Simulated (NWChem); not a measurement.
Everything below was run with NWChem. System: C5H5F, charge 0, spin multiplicity 1, at a geometry optimised with PBE/def2-SVP. The structure started from a generated list of species. Level: MP2/def2-SVP, 6 core orbitals frozen.

Part of the output:

```
             Northwest Computational Chemistry Package (NWChem) 7.3.0
             --------------------------------------------------------

                                NWChem Input Module
                                -------------------

 Scaling coordinates for geometry "geometry" by  1.889725989
 (inverse scale =  0.529177249)

                             Geometry "geometry" -> ""
                             -------------------------

 Output coordinates in angstroms (scale by  1.889725989 to convert to a.u.)

  No.       Tag          Charge          X              Y              Z
 ---- ---------------- ---------- -------------- -------------- --------------
    1 C                    6.0000     2.43625400     0.00793200     1.01609400
    2 C                    6.0000     1.48580200    -0.34683600     0.33554800
    3 C                    6.0000     0.34651900    -0.77409500    -0.47899600
    4 C                    6.0000    -0.90268600     0.04628600    -0.26329500
    5 C                    6.0000    -2.10284900    -0.39719900     0.13669000
    6 F                    9.0000    -0.71019700     1.35211900    -0.54041100
    7 H                    1.0000     3.27553300     0.32466900     1.61909500
    8 H                    1.0000     0.62687500    -0.70707600    -1.55589400
    9 H                    1.0000     0.11195700    -1.84082300    -0.28174700
   10 H                    1.0000    -2.94880800     0.29718100     0.23684400
   11 H                    1.0000    -2.25202200    -1.45954400     0.36914600

 Effective nuclear repulsion energy (a.u.)     200.1472499161

            Nuclear Dipole moment (a.u.)
            ----------------------------
        X                 Y               Z
 ---------------- ---------------- ----------------
     0.0000037795     0.0000113384    -0.0000170075


 Summary of "ao basis" -> "" (spherical)
 ------------------------------------------------------------------------------
       Tag                 Description            Shells   Functions and Types
 ---------------- ------------------------------  ------  ---------------------
 *                          def2-svp                  on all atoms

 Summary of "ao basis" -> "ao basis" (spherical)
 ------------------------------------------------------------------------------
       Tag                 Description            Shells   Functions and Types
 ---------------- ------------------------------  ------  ---------------------
 C                          def2-svp                 6       14   3s2p1d
 F                          def2-svp                 6       14   3s2p1d
 H                          def2-svp                 3        5   2s1p

                                 NWChem SCF Module
                                 -----------------

  ao basis        = "ao basis"
  functions       =   109
  atoms           =    11
  closed shells   =    22
  open shells     =     0
  charge          =   0.00
  wavefunction    = RHF
  use symmetry    = F
  symmetry adapt  = F

 Summary of "ao basis" -> "ao basis" (spherical)
 ------------------------------------------------------------------------------
       Tag                 Description            Shells   Functions and Types
 ---------------- ------------------------------  ------  ---------------------
 C                          def2-svp                 6       14   3s2p1d
 F                          def2-svp                 6       14   3s2p1d
 H                          def2-svp                 3        5   2s1p

 Forming initial guess at       0.0s

      Superposition of Atomic Density Guess
      -------------------------------------

 Sum of atomic energies:        -289.91295906

      Non-variational initial energy
      ------------------------------

 Total energy =    -293.027614
 1-e energy   =    -790.443696
 2-e energy   =     297.268832
 HOMO         =      -0.289352
 LUMO         =       0.032309

 Starting SCF solution at       1.3s

 ----------------------------------------------
         Quadratically convergent ROHF

 Convergence threshold     :          1.000E-07
 Maximum no. of iterations :          100
 Final Fock-matrix accuracy:          1.000E-09
[...]
     4     -0.189415   1 C  px               18     -0.188323   2 C  px
    21     -0.158683   2 C  px

 Vector   22  Occ=2.000000D+00  E=-3.765133D-01
              MO Center= -1.2D+00, -1.6D-01, -2.9D-02, r^2= 2.8D+00
   Bfn.  Coefficient  Atom+Function         Bfn.  Coefficient  Atom+Function
  ----- ------------  ---------------      ----- ------------  ---------------
    62      0.368672   5 C  pz               48      0.334830   4 C  pz
    65      0.302034   5 C  pz               51      0.228589   4 C  pz
    31      0.213570   3 C  s                21      0.178957   2 C  px
    76      0.175108   6 F  pz               79     -0.160278   6 F  pz

 Vector   23  Occ=0.000000D+00  E= 1.515351D-01
              MO Center= -4.0D-01, -4.3D-01, -1.8D-01, r^2= 5.2D+00
   Bfn.  Coefficient  Atom+Function         Bfn.  Coefficient  Atom+Function
  ----- ------------  ---------------      ----- ------------  ---------------
    31      1.232056   3 C  s                91     -0.865988   8 H  s
    65      0.565780   5 C  pz               96     -0.516759   9 H  s
    51     -0.463545   4 C  pz               21      0.333135   2 C  px
    48     -0.320209   4 C  pz                3     -0.307266   1 C  s
   106     -0.285922  11 H  s                 8      0.265629   1 C  py

 Vector   24  Occ=0.000000D+00  E= 1.749093D-01
              MO Center= -3.4D-01, -1.4D+00,  9.8D-02, r^2= 5.5D+00
   Bfn.  Coefficient  Atom+Function         Bfn.  Coefficient  Atom+Function
  ----- ------------  ---------------      ----- ------------  ---------------
    31      1.925415   3 C  s                96     -1.419096   9 H  s
   106     -0.952926  11 H  s                59      0.734054   5 C  s
    21      0.571460   2 C  px               23      0.528401   2 C  pz
    64     -0.493963   5 C  py                3     -0.483827   1 C  s
    36     -0.440429   3 C  py                8      0.395999   1 C  py

 Vector   25  Occ=0.000000D+00  E= 1.895446D-01
              MO Center=  9.7D-01, -3.8D-01, -3.2D-01, r^2= 5.7D+00
   Bfn.  Coefficient  Atom+Function         Bfn.  Coefficient  Atom+Function
  ----- ------------  ---------------      ----- ------------  ---------------
    31      2.394740   3 C  s                91     -1.374519   8 H  s
    21      0.858074   2 C  px                9      0.694071   1 C  pz
    22      0.582039   2 C  py               45     -0.567003   4 C  s
     3     -0.534700   1 C  s                86     -0.395293   7 H  s
    51      0.355870   4 C  pz               35      0.290338   3 C  px

 center of mass
 --------------
 x =   0.01052657 y =   0.10589137 z =  -0.02077718

 moments of inertia (a.u.)
 ------------------
         284.714552626544          53.824269481203        -154.214306921554
          53.824269481203         803.910766827956          34.958336053172
        -154.214306921554          34.958336053172         885.477229769436

  Mulliken analysis of the total density
  --------------------------------------

    Atom       Charge   Shell Charges
 -----------   ------   -------------------------------------------------------
    1 C    6     6.35   1.99  0.87  0.54  1.93  0.99  0.03
    2 C    6     5.93   1.99  0.89  0.14  1.95  0.91  0.04
    3 C    6     5.92   1.99  0.88  0.12  2.07  0.82  0.05
    4 C    6     5.75   1.99  0.90  0.21  1.89  0.66  0.09
    5 C    6     6.16   1.99  0.86  0.28  2.00  1.00  0.03
    6 F    9     9.33   1.99  1.12  0.81  3.33  2.06  0.01
    7 H    1     0.91   0.72  0.16  0.03
    8 H    1     0.90   0.73  0.14  0.02
    9 H    1     0.91   0.74  0.15  0.02
   10 H    1     0.91   0.73  0.15  0.03
   11 H    1     0.93   0.74  0.16  0.03

       Multipole analysis of the density wrt the origin
       ------------------------------------------------

     L   x y z        total         open         nuclear
     -   - - -        -----         ----         -------
     0   0 0 0     -0.000000      0.000000     44.000000

     1   1 0 0     -0.059999      0.000000      0.000004
     1   0 1 0     -0.704511      0.000000      0.000011
     1   0 0 1      0.015646      0.000000     -0.000017

     2   2 0 0    -22.946483      0.000000    394.388727
     2   1 1 0      1.735202      0.000000    -20.149288
     2   1 0 1      0.996515      0.000000     81.315280
     2   0 2 0    -26.846922      0.000000     99.788239
     2   0 1 1      1.290728      0.000000    -13.299786
     2   0 0 2    -25.960978      0.000000     59.698649

                   NWChem MP2 Semi-direct Energy/Gradient Module
                   ---------------------------------------------

  Basis functions       =    109
  Molecular orbitals    =    109
  Frozen core           =      6
  Frozen virtuals       =      0
  Active alpha occupied =     16
  Active beta occupied  =     16
  Active alpha virtual  =     87
  Active beta virtual   =     87
  Use MO symmetry       = F
  Use skeleton AO sym   = F

  AO/Fock/Back tols     =   1.0D-09  1.0D-09  1.0D-09

 GA uses MA = F    GA memory limited = T

 Available:
  local mem=  1.15D+08
 global mem=  1.31D+08
 local disk=  0.00D+00
  mp2_memr nvloc                    87
  nvloc new                    87
   1 passes of  16:        3145728                      59733                  26651855.
   1 passes of  16: M    114671742           G      131048238           F     111526014.

 Semi-direct pass number   1 of   1  for RHF alpha+beta  at        4.8s
  vrange nnbf                  5627
  mp2_eaftype                   101  avail_ma_in_mb                   999
 EAF : mp2_eaftype filesize         101   13325928.
  mp2_eaf for mointskh                    101
Node 0 wrote     62.7 Mb in      0.0 s     Agg I/O rate:  2018.4 Mb/s
 Done moints_semi at        8.4s
  mp2_eaftype                   101  avail_ma_in_mb                   898
 EAF : mp2_eaftype filesize         101   13325928.
  mp2_eaf for kh                   101
 Done maket at        8.7s
 Done multipass loop at        8.7s

          -------------------------------------------
          SCF energy                -291.368198731782
          Correlation energy          -0.835732728699
          Singlet pairs               -0.519428327410
          Triplet pairs               -0.316304401289
          Total MP2 energy          -292.203931460480
          -------------------------------------------

          ---------------------------------------------------
                    Spin Component Scaled (SCS) MP2
          Same spin pairs                     -0.210869600859
          Same spin scaling factor             0.333333333333
          Opposite spin pairs                 -0.624863127839
          Opposite spin scaling fact.          1.200000000000
          SCS-MP2 correlation energy          -0.820125620360
          Total SCS-MP2 energy              -292.188324352142
          ---------------------------------------------------

 -----------------------
 Performance information
 -----------------------

 Timer overhead =  2.10D-07 seconds/call

               Nr. of calls         CPU time (s)                 Wall time (s)                GFlops
             ---------------    -------------------     ------------------------------   -------------------
Name         Min   Avg   Max    Min     Avg     Max     Min     Avg     Max   Mx/calls   Min     Max     Sum
mp2: moin     1     1     1    3.5     3.5     3.5      3.5     3.5     3.5     3.5      0.0     0.0     0.0
mp2: make     1     1     1   0.35    0.35    0.35     0.35    0.35    0.35    0.35      0.0     0.0     0.0
mp2: tota     1     1     1    3.9     3.9     3.9      3.9     3.9     3.9     3.9      0.0     0.0     0.0

 The average no. of pstat calls per process was 3.00D+00
 with a timing overhead of 6.29D-07s

 Task  times  cpu:        8.7s     wall:        8.7s

 Total times  cpu:        8.7s     wall:        8.7s
```

### Question
Write an NWChem input that would produce this output.

### Answer
Several could match; the one computed here: 
```
start mol
memory heap 200 mb stack 800 mb global 1000 mb
geometry units angstroms nocenter noautoz noautosym
  C      2.436254     0.007932     1.016094
  C      1.485802    -0.346836     0.335548
  C      0.346519    -0.774095    -0.478996
  C     -0.902686     0.046286    -0.263295
  C     -2.102849    -0.397199     0.136690
  F     -0.710197     1.352119    -0.540411
  H      3.275533     0.324669     1.619095
  H      0.626875    -0.707076    -1.555894
  H      0.111957    -1.840823    -0.281747
  H     -2.948808     0.297181     0.236844
  H     -2.252022    -1.459544     0.369146
end
basis spherical
  * library def2-svp
end
scf
  rhf
  nopen 0
  maxiter 100
  thresh 1e-7
  semidirect memsize 60000000 filesize 0
end
mp2
  freeze core 6
end
task mp2 energy
```
